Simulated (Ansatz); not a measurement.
Start from `BOC(O)O` and change one atom or group to get `CC(O)O`.

Ansatz, PBE0-D4/def2-TZVP geometries, multiplicity 1. Each molecule was computed in one conformer, which needn't be the lowest.

| property | `BOC(O)O` |
| --- | --- |
| HOMO energy (B3LYP/def2-TZVPP) / eV | -8.57 |
| LUMO energy (PBE/def2-TZVPP) / eV | -1.67 |
| LUMO energy (PBE0/def2-TZVPP) / eV | -0.67 |
| LUMO energy (B3LYP/def2-TZVPP) / eV | -0.94 |
| size of the dipole moment (ωB97M-V/def2-TZVPP) / D | 1.24 |
| size of the dipole moment (PBE/def2-TZVPP) / D | 1.21 |

(1) Give the same properties after the change, and the shifts. (Estimate.)

## Answers

(1) Ansatz gave: 
| property | `CC(O)O` | shift |
| --- | --- | --- |
| HOMO energy (B3LYP/def2-TZVPP) / eV | -7.89 | 0.68 |
| LUMO energy (PBE/def2-TZVPP) / eV | 0.23 | 1.90 |
| LUMO energy (PBE0/def2-TZVPP) / eV | 1.09 | 1.76 |
| LUMO energy (B3LYP/def2-TZVPP) / eV | 0.69 | 1.63 |
| size of the dipole moment (ωB97M-V/def2-TZVPP) / D | 0.20 | -1.04 |
| size of the dipole moment (PBE/def2-TZVPP) / D | 0.19 | -1.02 |

With PBE0 the HOMO rises by 0.64 eV and the LUMO rises by 1.76 eV, so the gap widens by about 1.12 eV. PBE moves the HOMO by 0.81 eV and ωB97M-V by 0.56 eV. Dipoles are sizes alone; their direction can turn.

B3LYP here is the variant with VWN-RPA as its local correlation; programs differ in this.
